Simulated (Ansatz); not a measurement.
```yaml
crystal:
  periodic: [false, false, false]
  atoms:
    - {symbol: N, position_ang: [0.478639, 0.403466, -1.431574]}
    - {symbol: Al, position_ang: [0.217289, -0.118924, -0.358086]}
    - {symbol: C, position_ang: [0.129039, -0.767882, 0.431062]}
    - {symbol: C, position_ang: [-0.302010, -0.177265, 0.840852]}
    - {symbol: S, position_ang: [-0.694834, -0.012145, 1.773725]}
    - {symbol: H, position_ang: [0.234998, 1.000347, -1.608815]}
    - {symbol: H, position_ang: [0.915028, 0.209794, -1.753164]}
    - {symbol: H, position_ang: [0.220184, -1.244552, 0.802876]}
    - {symbol: H, position_ang: [-0.931982, 0.917996, 1.414555]}
basis:
  gaussian: {orbitals: ANO-RCC-VTZP, point_charges: [{charge: -1.00, position_ang: [5.872, 0.510, 0.459]}]}
hamiltonian: {xc: {name: wPBEh}}
```

```sh
$ ansatz run in.yaml --threads 2 --pin off --events-out ev --progress --plain --max-ram 4352MiB
```

Output, abridged:

```
Functional definition: wPBEh
1652 factors; their error is unknown
103 factors; integrals over basis functions are off by at most 1.1e-6 eV
mean field evaluation 1: about -20888.6679 eV, gradient 2.3e2 eV
mean field evaluation 2: about -20376.1774 eV, gradient 3.9e2 eV
mean field evaluation 4: about -20968.9302 eV, gradient 4.9e1 eV
mean field evaluation 8: about -20972.6390 eV, gradient 2.9e-1 eV
mean field evaluation 16: about -20972.7011 eV, gradient 2.8e-4 eV
mean field -20972.70111864 eV, -770.7325503026 hartree, gradient 1.6e-5 eV, S^2 0.000000; 0 other end points of the search recorded, 0 dependent functions left out
reference -20972.70118562 eV, -770.7325527641 hartree; 26, 26 occupied and 188, 188 virtual orbitals, 1652 factors
Total energy: -20972.70118562 eV, -770.7325527641 hartree
Relativity: scalar
```

Q: Something in this input is off. What?

A: The geometry is squeezed to about two thirds of its size. Self-consistency was reached. The result belongs to that input, not to the molecule as meant.
